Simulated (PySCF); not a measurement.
Job file and geometry (Å, from GFN2-xTB) of an NMR shielding run on SMILES CC(C)[Si@@H]1CC[SiH2]P1, C5H15PSi2, GIAO PBE0/pcSseg-1 NMR shielding, non-relativistic, gas phase (PySCF); density fitting, a coarse starting grid and PySCF grid level 2 are the driver's defaults:

```
$ OMP_NUM_THREADS=1 python probes_run.py task.json out

{"job": {"kind": "nmr", "xc": "PBE0", "basis": "pcSseg-1"}, "charge": 0, "multiplicity": 1}
C     -2.499286    -1.073150    -0.125222
C     -1.698749     0.133465     0.347712
C     -2.471808     1.421971     0.093523
Si     0.007613     0.223287    -0.500008
C      1.088688    -1.325122    -0.171697
C      2.566280    -0.981905    -0.338039
Si     2.996261     0.613873     0.627455
P      1.189342     1.918827     0.395501
H     -3.466824    -1.110928     0.373725
H     -2.673547    -1.015744    -1.197344
H     -1.970206    -1.999372     0.085443
H     -1.549509     0.041611     1.429389
H     -3.420136     1.420048     0.629416
H     -2.680910     1.534792    -0.968438
H     -1.891531     2.282636     0.421845
H     -0.161507     0.391618    -1.957329
H      0.813811    -2.147303    -0.833760
H      0.915706    -1.671883     0.849631
H      3.191021    -1.816016    -0.015337
H      2.777906    -0.825451    -1.398127
H      4.207496     1.241362     0.096128
H      3.154164     0.324021     2.056637
H      1.570972     2.446347    -0.821924
```

Q: What does the program print?

A: 
```
coarse grid: 19608 points
cycle   1  E = -1119.1406607145  dE =  5.548e-01  |g| = 4.933e-01  |ddm| = 4.214e+00
cycle   2  E = -1119.1174542241  dE =  2.321e-02  |g| = 5.791e-01  |ddm| = 9.989e-01
cycle   3  E = -1119.2058701831  dE = -8.842e-02  |g| = 4.630e-02  |ddm| = 5.799e-01
cycle   4  E = -1119.2063364112  dE = -4.662e-04  |g| = 2.410e-02  |ddm| = 9.817e-02
cycle   5  E = -1119.2064994273  dE = -1.630e-04  |g| = 4.198e-03  |ddm| = 3.739e-02
cycle   6  E = -1119.2065034285  dE = -4.001e-06  |g| = 1.454e-03  |ddm| = 6.135e-03
final grid: 172400 points
cycle   7  E = -1119.2538597980  dE = -4.235e-05  |g| = 9.413e-03  |ddm| = 3.473e-02
cycle   8  E = -1119.2538458125  dE =  1.399e-05  |g| = 1.184e-02  |ddm| = 2.027e-02
cycle   9  E = -1119.2538830791  dE = -3.727e-05  |g| = 5.787e-04  |ddm| = 1.195e-02
cycle  10  E = -1119.2538831524  dE = -7.332e-08  |g| = 2.184e-04  |ddm| = 8.829e-04
cycle  11  E = -1119.2538831642  dE = -1.180e-08  |g| = 3.950e-05  |ddm| = 2.285e-04
cycle  12  E = -1119.2538831645  dE = -3.324e-10  |g| = 1.060e-05  |ddm| = 5.843e-05
converged SCF energy = -1119.2538831645

GIAO shielding tensors (ppm)
atom      isotropic    diamagn.    paramagn.     s11        s22        s33       span
  0 C      165.878     248.167     -82.289    153.392    157.371    186.871     33.479
  1 C      165.662     251.980     -86.318    158.409    165.032    173.545     15.136
  2 C      164.784     247.930     -83.146    149.787    158.738    185.827     36.040
  3 Si     327.615     883.310    -555.694    230.372    352.687    399.788    169.416
  4 C      173.853     256.398     -82.545    160.331    173.723    187.505     27.174
  5 C      172.327     251.098     -78.772    154.928    173.898    188.154     33.226
  6 Si     376.519     880.119    -503.599    289.163    400.604    439.790    150.627
  7 P      670.257     970.182    -299.925    611.673    680.118    718.980    107.307
  8 H       30.388      29.802       0.585     25.630     27.518     38.015     12.385
  9 H       30.901      31.136      -0.234     27.163     28.965     36.577      9.414
 10 H       30.441      31.840      -1.400     24.516     30.335     36.471     11.956
 11 H       30.832      34.651      -3.819     28.090     29.211     35.196      7.105
 12 H       30.381      29.395       0.986     25.813     27.313     38.017     12.204
 13 H       30.966      30.688       0.278     27.454     28.840     36.603      9.149
 14 H       29.868      30.655      -0.787     23.423     30.892     35.288     11.865
 15 H       27.246      32.457      -5.211     24.230     25.671     31.836      7.606
 16 H       30.191      33.342      -3.151     23.818     29.352     37.402     13.585
 17 H       31.237      34.787      -3.550     25.883     30.293     37.536     11.653
 18 H       30.206      28.624       1.581     24.049     27.723     38.844     14.795
 19 H       31.069      30.641       0.427     26.206     28.572     38.428     12.223
 20 H       26.971      28.486      -1.515     22.813     24.485     33.616     10.803
 21 H       27.502      29.260      -1.757     23.165     25.119     34.223     11.058
 22 H       31.600      31.666      -0.067     25.202     27.461     42.136     16.934
```

Size and cost of the density-fitted run: 232 basis functions, 91 s wall time on 1 thread of an Arm Neoverse N1, shared host; peak memory 1.1 GiB.
